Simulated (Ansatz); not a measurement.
Total energies of the Cu⁺ ion.

The species carries charge 1 and has multiplicity 1. For Cu the d shell is correlated and the shells below it are frozen. Scalar relativity is left out up to krypton. A free ion. Basis def2-TZVPP, Ansatz.

RPA on PBE orbitals: Hartree–Fock energy of these orbitals -1638.66489 Eh, correlation -0.53464 Eh (frozen core).

```json
{"functional": "PBE", "kind": "GGA", "energy without D4 (Eh)": "-1639.94506"}
{"functional": "LC-ωPBE", "kind": "long-range corrected hybrid", "energy without D4 (Eh)": "-1639.99162"}
```

Problem. Give the same for LDA (SPW92), revPBE, BLYP, r2SCAN, B97M-V, PBE0, B3LYP, r2SCANh, r2SCAN0, HSE06 (plane-wave form), BHLYP, CAM-B3LYP, ωB97X-V, ωB97M-V, B2PLYP, PBE-QIDH. (An estimate is asked.)

Solution. Computed: 
```
             functional                                       kind  energy without D4 (Eh)
            LDA (SPW92)                                        LDA             -1637.40791
                 revPBE                                        GGA             -1640.09782
                   BLYP                                        GGA             -1640.28983
                 r2SCAN                                   meta-GGA             -1640.17294
                 B97M-V                         meta-GGA with VV10             -1639.84861
                   PBE0         global hybrid, 25 % exact exchange             -1639.95889
                  B3LYP                        global hybrid, 20 %             -1640.24697
                r2SCANh                      meta-GGA hybrid, 10 %             -1640.15785
                r2SCAN0                      meta-GGA hybrid, 25 %             -1640.13592
HSE06 (plane-wave form)                            screened hybrid             -1639.95666
                  BHLYP                        global hybrid, 50 %             -1640.15762
              CAM-B3LYP                     range-separated hybrid             -1640.30158
                ωB97X-V       range-separated hybrid GGA with VV10             -1640.04608
                ωB97M-V  range-separated hybrid meta-GGA with VV10             -1640.11945
                 B2PLYP                              double hybrid             -1639.92790
               PBE-QIDH                              double hybrid             -1639.71284
```

B3LYP takes the VWN-RPA correlation (the form of Gaussian; ORCA's B3LYP/G). HSE06 is the plane-wave form, built on full-range PBE exchange. The double hybrids freeze the cores in their second-order part.

LC-ωPBE has ω = 0.4 bohr⁻¹.
